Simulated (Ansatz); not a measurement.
System: C$_{2}$H$_{11}$N$_{3}$Si (charge 0, singlet). SMILES: N[Si](CC)(N)N
Geometry from a B3LYP-D3(BJ)/def2-TZVP (Ansatz, a first-principles code) optimisation:
```xyz
17

C      2.2926    -0.7957     0.1577
C      0.9914    -0.9487    -0.6396
Si    -0.4140     0.1418    -0.0365
N      0.1434     1.7656    -0.2183
N     -1.8172    -0.4199    -0.8694
N     -0.8624     0.0659     1.6205
H      3.0789    -1.4556    -0.2162
H      2.1348    -1.0365     1.2114
H      2.6667     0.2286     0.1145
H      1.1777    -0.7357    -1.6993
H      0.6500    -1.9878    -0.6024
H     -0.4166     2.5368     0.1105
H      0.6901     2.0328    -1.0215
H     -1.7436    -0.7763    -1.8090
H     -2.7125     0.0188    -0.7188
H     -1.3921    -0.7139     1.9733
H     -0.2881     0.4888     2.3308
```

Atomisation energy built up term by term with Ansatz (kcal/mol; UHF references for open shells; valence terms freeze the core; atomic spin-orbit terms are left out). CBS marks a two-point X^-3 extrapolation of the correlation energy; Hartree-Fock from the larger set.

```
term                                            basis    kcal/mol
-----------------------  ----------------------------  ----------
Hartree-Fock                              cc-pV(Q+d)Z  (withheld)
CCSD correlation         CBS(cc-pV(T+d)Z,cc-pV(Q+d)Z)      411.51
(T)                      CBS(cc-pV(T+d)Z,cc-pV(Q+d)Z)  (withheld)
core correlation                            cc-pwCVTZ        4.74
scalar relativity (X2C)    cc-pVTZ-DK against cc-pVTZ       -2.06
sum: De                                                (withheld)
```

Question: Fill in the missing entries.

Answer: 
- Hartree-Fock, kcal/mol: 1080.12
- (T), kcal/mol: 22.93
- sum: De, kcal/mol: 1517.2
